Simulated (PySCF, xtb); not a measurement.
Si(H)(Me)(OH)(OMe) (C2H8O2Si), SMILES CO[SiH](C)O.

GFN2-xTB in xtb 6.7.1 at its own geometry gives an orbital gap of 7.24 eV and a dipole moment of 1.40 D.

Geometry: ωB97X-D3(BJ)/def2-SVP. The values are those of a single conformer.

Task: What does PBE/def2-TZVP (PySCF) give? (Estimate from the structure and the level; the computed values follow.)

Result: gap 6.35 eV (levels -6.51 and -0.16 eV), dipole 1.38 D.
